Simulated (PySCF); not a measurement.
System: C$_{2}$H$_{7}$O$_{2}$Si (charge 0, doublet). It need not be the lowest isomer of its formula. SMILES: [CH2][Si](C)(O)O
Structure (B3LYP-D3(BJ)/def2-TZVP (Ansatz) minimum search):
```xyz
12

C      1.6341    -0.7810    -0.4188
Si     0.0308     0.0060     0.0149
C     -1.4217    -0.6829    -0.9220
O     -0.1061    -0.2426     1.6449
O      0.0226     1.6190    -0.3607
H      2.2329    -1.3268     0.3013
H      2.0457    -0.7509    -1.4220
H     -1.5560    -1.7450    -0.7106
H     -1.2805    -0.5636    -1.9980
H     -2.3417    -0.1595    -0.6500
H     -0.8957     0.0880     2.0803
H      0.7585     2.1464    -0.0386
```
Charge 0, spin multiplicity 2.

Dispersion corrections to the total energy (kcal/mol) from the dftd3 and dftd4 libraries through PySCF: D3(BJ) without and D4 with the three-body term, each with the damping fitted for the functional named.

```json
[
 {"functional": "B2GP-PLYP", "D3(BJ)": "-3.82", "D4": "-2.36"},
 {"functional": "TPSS", "D3(BJ)": "-7.02", "D4": "-7.55"},
 {"functional": "B2PLYP", "D3(BJ)": "-4.58", "D4": "-3.91"},
 {"functional": "BP86", "D3(BJ)": "-8.96", "D4": "-7.47"},
 {"functional": "BLYP", "D3(BJ)": "…", "D4": "-12.31"},
 {"functional": "CAM-B3LYP", "D3(BJ)": "…", "D4": "-4.76"},
 {"functional": "PBE", "D3(BJ)": "…", "D4": "-5.60"}
]
```

**Question.** Fill in the missing entries.

**Answer.** 
- BLYP, D3(BJ): -11.82
- CAM-B3LYP, D3(BJ): -4.44
- PBE, D3(BJ): -5.54
